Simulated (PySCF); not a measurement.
Simulated outer-valence photoelectron spectrum of `N[Si@H](F)[SiH3]`. Computed with EOM-IP-CCSD/aug-cc-pVDZ in PySCF, restricted Hartree–Fock reference, 12 core orbitals frozen, non-relativistic, gas phase, PBE0-D3(BJ)/def2-SVP geometry.

Each root has a Gaussian of 0.8 eV full width with its one-hole share as area; cross sections and vibrations are left out, and the highest printed point is 100.

ionisation energy (eV), intensity and a bar:
```
      9.2          0 
      9.4          1 
      9.6          5 #
      9.8         15 #####
     10.0         35 ##########
     10.2         59 ##################
     10.4         77 #######################
     10.6         77 #######################
     10.8         60 ##################
     11.0         36 ###########
     11.2         16 #####
     11.4          6 ##
     11.6          5 #
     11.8         14 ####
     12.0         37 ###########
     12.2         69 #####################
     12.4         95 #############################
     12.6        100 ##############################
     12.8         88 ##########################
     13.0         70 #####################
     13.2         51 ###############
     13.4         30 #########
     13.6         14 ####
     13.8          5 #
     14.0          2 #
     14.2          4 #
     14.4         14 ####
     14.6         34 ##########
     14.8         61 ##################
     15.0         83 #########################
     15.2         89 ###########################
     15.4         80 ########################
     15.6         69 #####################
     15.8         58 #################
     16.0         43 #############
     16.2         25 #######
     16.4         10 ###
     16.6          3 #
     16.8          1 
     17.0          0
```

Where are the maxima, and how many lines lie under the curve?

3 maxima, at 10.5, 12.5 and 15.2 eV, from 8 lines. At this width some lines have no maximum of their own.

List the lines with their holes.

| E (eV) | leading hole (HF orbital) | area | Koopmans (eV) |
| --- | --- | --- | --- |
| 10.33 | HOMO | 0.95 | 11.09 |
| 10.68 | HOMO-1 | 0.95 | 11.84 |
| 12.43 | HOMO-2 | 0.94 | 13.14 |
| 12.49 | HOMO-3 | 0.94 | 13.18 |
| 13.07 | HOMO-4 | 0.94 | 14.21 |
| 14.96 | HOMO-5 | 0.94 | 17.26 |
| 15.23 | HOMO-6 | 0.94 | 17.52 |
| 15.82 | HOMO-7 | 0.94 | 17.74 |

The widest gap, 1.89 eV, lies between 13.07 and 14.96 eV. Only orbitals with −ε under 21 eV, eight at most, were ionised, so the high end of the curve may lack lines.

The values belong to the conformer `[NH2:1][Si@H:2]([F:3])[SiH3:4]`: H–N1–Si2–F3 -77°, H–N1–Si2–F3 75°.
